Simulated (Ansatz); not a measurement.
## Ansatz (development build ahead of 0.2.0) run

```yaml
crystal:
  periodic: [false, false, false]
  atoms:
    - { symbol: Li, position_ang: [4.0625, 0.0, 0.0] }
    - { symbol: Li, position_ang: [2.87262, 2.86403, 0.0] }
    - { symbol: Li, position_ang: [0.0, 4.05035, 0.0] }
    - { symbol: Li, position_ang: [-2.87262, 2.86403, 0.0] }
    - { symbol: Li, position_ang: [-4.0625, 0.0, 0.0] }
    - { symbol: Li, position_ang: [-2.87262, -2.86403, 0.0] }
    - { symbol: Li, position_ang: [0.0, -4.05035, 0.0] }
    - { symbol: Li, position_ang: [2.87262, -2.86403, 0.0] }
    - { symbol: H, position_ang: [4.21658, 1.74134, 0.0] }
    - { symbol: H, position_ang: [1.74657, 4.20397, 0.0] }
    - { symbol: H, position_ang: [-1.74657, 4.20397, 0.0] }
    - { symbol: H, position_ang: [-4.21658, 1.74134, 0.0] }
    - { symbol: H, position_ang: [-4.21658, -1.74134, 0.0] }
    - { symbol: H, position_ang: [-1.74657, -4.20397, 0.0] }
    - { symbol: H, position_ang: [1.74657, -4.20397, 0.0] }
    - { symbol: H, position_ang: [4.21658, -1.74134, 0.0] }
basis:
  gaussian: { orbitals: def2-SVP }
hamiltonian:
  xc: hf
```

The input is written out in the form of the current development build from the run's settings.

The run gave:

- Converged: yes
- Total energy: -64.26607 hartree
- Spin squared of the determinant: 0.000
